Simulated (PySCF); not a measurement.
**Correlation energy of Si (silicon, neutral)**

[Ne] 3s1 3p3, high-spin 5S determinant (an excited configuration). Computed with PySCF 2.14 in aug-cc-pV(Q+d)Z, with no relativity, point nucleus. Frozen: [Ne]; 4 electrons correlated.

```tsv
level	correlation energy (mhartree)
CCSD	-30.81
(T)	-0.63
CCSD(T)	-31.44
```

Diagnostics: T1 = 0.0023, D1 = 0.0060, largest double amplitude 0.047.

Cost of the coupled-cluster step: roughly 12 core-seconds, for 4 correlated electrons.

Iterations:

```
CC2 = 0
CCSD nocc = (np.int64(4), np.int64(0)), nmo = (84, 84)
frozen orbitals [[0, 1, 2, 3, 4], [0, 1, 2, 3, 4]]
max_cycle = 100
direct = 0
conv_tol = 1e-08
conv_tol_normt = 1e-06
diis_space = 8
diis_start_cycle = 0
Init t2, MP2 energy = -0.0224904780313713
Init E_corr(UCCSD) = -0.0224904780388863
cycle = 1  E_corr(UCCSD) = -0.0283042151876167  dE = -0.00581373715  norm(t1,t2) = 0.0347214
cycle = 2  E_corr(UCCSD) = -0.0300029731084264  dE = -0.00169875792  norm(t1,t2) = 0.011367
cycle = 3  E_corr(UCCSD) = -0.030813187415857  dE = -0.000810214307  norm(t1,t2) = 0.00391455
cycle = 4  E_corr(UCCSD) = -0.0308066745379444  dE = 6.51287791e-06  norm(t1,t2) = 0.000218055
cycle = 5  E_corr(UCCSD) = -0.0308070704121653  dE = -3.95874221e-07  norm(t1,t2) = 2.59977e-05
cycle = 6  E_corr(UCCSD) = -0.0308067144672067  dE = 3.55944959e-07  norm(t1,t2) = 3.16625e-06
cycle = 7  E_corr(UCCSD) = -0.0308068234608032  dE = -1.08993596e-07  norm(t1,t2) = 7.15795e-07
cycle = 8  E_corr(UCCSD) = -0.0308068037435977  dE = 1.97172055e-08  norm(t1,t2) = 1.61533e-07
cycle = 9  E_corr(UCCSD) = -0.0308067882895206  dE = 1.54540771e-08  norm(t1,t2) = 6.00939e-08
cycle = 10  E_corr(UCCSD) = -0.0308067942063632  dE = -5.91684257e-09  norm(t1,t2) = 2.81935e-08
UCCSD converged
E(UCCSD) = -288.7935003149249  E_corr = -0.0308067942063632
UCCSD(T) correction = -0.000630394118089376
```
